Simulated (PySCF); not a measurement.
Lowest triplet excitation (TDA) (eV) of eight silicon and germanium compounds: TDDFT-PBE beside TDDFT-LC-ωPBE, computed with PySCF for isolated molecules in the bases named; differences from unrounded values. The eight are the first of their class met in an unordered collection, after screening for sound electronic states; none was chosen by its value. Each molecule has one DFT geometry for both levels.

```tsv
molecule	basis	TDDFT-LC-ωPBE	TDDFT-PBE	difference
C2H7NOSi2, SMILES CC1=N[SiH2]O[SiH2]1	def2-SVPD	3.29	3.15	-0.13
C3H8O2Si, SMILES C/C=C/O[SiH2]O	def2-SVPD	4.00	4.16	0.16
BrH3OSeSi, SMILES [SiH3]O[Se]Br	def2-SVPD	2.00	1.74	-0.26
C₂H₈Ge, SMILES C[CH2][GeH3]	def2-SVPD	7.80	6.64	-1.16
C₂H₈FNSi₂, SMILES C=C[Si@H](N)[SiH2]F	def2-SVPD	3.96	4.02	0.06
Si(H)(F)(Br)(NH2) (BrFH₃NSi), SMILES N[SiH](F)Br	def2-SVPD	7.20	6.07	-1.13
Si(F)(Br)(Me)(OH) (CH₄BrFOSi), SMILES C[Si](O)(Br)F	def2-SVPD	7.41	6.40	-1.01
C2H7FOSi, SMILES O(C)[SiH](C)F	def2-SVPD	8.19	6.85	-1.33
```

TDDFT-PBE lies below TDDFT-LC-ωPBE in 6 and above it in 2 of the eight; the mean signed difference is -0.60 and the largest -1.33 eV.
